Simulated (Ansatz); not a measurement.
Ideal-gas functions of C₂H₅NSi (`C[SiH]1C=N1`) at 600 K and 1 bar, from an Ansatz frequency run at PBE0-D4/def2-TZVP.

Molar mass 71.15 g/mol, point group C1 (symmetry number 1), electronic degeneracy 1, moments of inertia 30.895, 116.849, 120.115 u Å². Harmonic wavenumbers (cm⁻¹, unscaled): 111, 230, 246, 585, 637, 716, 734, 779, 842, 854, 919, 1184, 1278, 1443, 1446, 1591, 2258, 3053, 3098, 3133, 3151.

Use S(trans) = R[1.5 ln M + 2.5 ln T − 1.1517]; rotational temperatures θ = 24.2544 K / I; S(rot) = R[ln(√π/σ · √(T³/θAθBθC)) + 1.5]; for each mode x = 1.438777 ν̃/T, S = R[x/(eˣ − 1) − ln(1 − e⁻ˣ)] and H = RT x/(eˣ − 1); 1 cm⁻¹ = 0.0119627 kJ/mol; R = 8.31446 J/(mol·K).

Task: By hand: the entropy, in J/(mol·K).

Result: Translation 176.6. Rotation: θ = 0.7851, 0.2076, 0.2019 K, giving 111.2. Vibration, mode by mode: 19.34, 13.37, 12.82, 6.15, 5.56, 4.77, 4.61, 4.23, 3.75, 3.67, 3.25, 1.97, 1.64, 1.20, 1.19, 0.90, 0.24, 0.05, 0.04, 0.04, 0.04, in all 88.8. Electronic 0.0. Sum 376.6 J/(mol·K).

Task: By hand: H − E and G − E in kJ/mol, counted from the electronic energy.

Result: Zero-point energy ½ × 28288 × 0.0119627 = 169.2; thermal vibration 29.4; translation, rotation and pV give 4 RT = 20.0. H − E = 218.6 kJ/mol, and G − E = 218.6 − 600 × 376.6/1000 = -7.4 kJ/mol.

Vibration gives 24 % of the entropy, 19.3 J/(mol·K) of it from the mode under 150 cm⁻¹: soft modes count most, and the harmonic formula is weakest for them. The sum counts one conformer and one mirror image; others add a mixing term.
